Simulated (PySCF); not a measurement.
This PySCF input asks for the NMR shieldings of SMILES C#CCC[Si@H](P)[SiH2]Cl, C4H10ClPSi2; the geometry comes from GFN2-xTB.

```python
import basis_set_exchange as bse
import numpy as np
from pyscf import gto, dft
from pyscf.prop import nmr

atoms = """
C     1.639984    0.850719    1.799772
C     1.762199    0.465766    0.672535
C     1.879904   -0.034159   -0.680272
C     0.832934   -1.111159   -0.972464
Si   -0.957188   -0.445200   -0.799559
P    -0.902503    1.601644   -1.744127
Si   -1.699673   -0.533421    1.413360
Cl   -3.655524   -1.054147    1.439530
H     1.563987    1.204754    2.784263
H     2.890219   -0.431910   -0.822233
H     1.745755    0.800684   -1.379228
H     0.990246   -1.477303   -1.987483
H     0.989285   -1.957470   -0.302624
H    -1.787701   -1.248136   -1.722448
H    -0.446496    2.251867   -0.610262
H    -2.222081    1.900076   -1.456022
H    -1.003977   -1.523887    2.235973
H    -1.628131    0.747601    2.119631
"""
names = dict.fromkeys(["C", "Si", "P", "Cl", "H"], "pcSseg-1")
basis = {el: gto.basis.parse(bse.get_basis(n, elements=[el], fmt="nwchem")) for el, n in names.items()}
mol = gto.M(atom=atoms, basis=basis, charge=0, verbose=0)
mf = dft.RKS(mol, xc="PBE0")
mf.grids.level = 2
mf.grids.alignment = dft.numint.BLKSIZE   # the property module wants whole blocks of grid points
mf.conv_tol = 1e-9
mf.kernel()

calc = nmr.RKS(mf)   # GIAO
C = mf.mo_coeff
Co = C[:, mf.mo_occ > 0]
resp = mf.gen_response(singlet=True, hermi=2)
def vind(x):   # induced exchange potential for any number of trial vectors
    d = np.einsum("pi,xij,qj->xpq", C, 2 * x.reshape(-1, C.shape[1], Co.shape[1]), Co, optimize=True)
    return np.einsum("xpq,pi,qj->xij", resp(d - d.transpose(0, 2, 1)), C, Co, optimize=True).ravel()
mo1, _ = nmr.rhf.solve_mo1(calc, with_cphf=vind)
sigma = calc.kernel(mo1)
for i, s in enumerate(sigma):   # ppm
    w = np.linalg.eigvalsh((s + s.T) / 2)
    print("%2d %-2s iso %8.1f  s11 %8.1f  s22 %8.1f  s33 %8.1f" % (i, mol.atom_pure_symbol(i), w.mean(), *w))
```

Q: What does it print?

A: 
```
 0 C  iso    109.8  s11     35.8  s22     42.5  s33    251.0
 1 C  iso     95.1  s11     -8.8  s22      2.4  s33    291.6
 2 C  iso    170.0  s11    160.9  s22    170.7  s33    178.4
 3 C  iso    171.8  s11    161.6  s22    169.3  s33    184.3
 4 Si iso    392.9  s11    358.1  s22    396.0  s33    424.5
 5 P  iso    623.5  s11    566.8  s22    613.5  s33    690.2
 6 Si iso    377.1  s11    334.9  s22    364.8  s33    431.5
 7 Cl iso   1035.4  s11    982.1  s22   1045.2  s33   1079.0
 8 H  iso     30.3  s11     24.4  s22     26.1  s33     40.5
 9 H  iso     29.1  s11     23.1  s22     27.1  s33     37.0
10 H  iso     29.6  s11     25.5  s22     29.0  s33     34.1
11 H  iso     30.6  s11     25.1  s22     28.1  s33     38.7
12 H  iso     30.5  s11     26.6  s22     28.5  s33     36.3
13 H  iso     27.3  s11     24.2  s22     25.1  s33     32.5
14 H  iso     30.4  s11     24.7  s22     28.9  s33     37.6
15 H  iso     30.5  s11     25.1  s22     27.5  s33     39.0
16 H  iso     26.3  s11     21.5  s22     26.9  s33     30.7
17 H  iso     26.5  s11     22.1  s22     26.9  s33     30.4
```

These numbers come from an equivalent density-fitted implementation of the same equations, which agrees with the script to about 0.01 ppm for H and up to a few tenths of a ppm for heavy atoms, so last digits may differ.

Q: Turn these shieldings into chemical shifts. Chemical shifts δ = σref − σ; 13C (σref 186.93), 29Si (σref 349.16), 1H (σref 31.72) against TMS; 31P (σref 318.38) vs H3PO4; 35Cl (σref 949.78) against HCl, all at this level.

A: Averaging equivalent atoms: C 1: 91.9; C 0: 77.1; C 2: 16.9; C 3: 15.2; Si 6: -27.9; Si 4: -43.7; P 5: -305.1; Cl 7: -86; H 16: 5.39; H 17: 5.25; H 13: 4.46; H 9: 2.66; H 10: 2.17; H 8: 1.37; H 14/15: 1.25; H 12: 1.22; H 11: 1.10 ppm. Experimental scales use liquid or dissolved standards, which lie at an offset from isolated H3PO4.

Size and cost of the density-fitted run: 214 basis functions, 60 s wall time on 1 thread of an Arm Neoverse V1, shared host; peak memory 0.96 GiB.
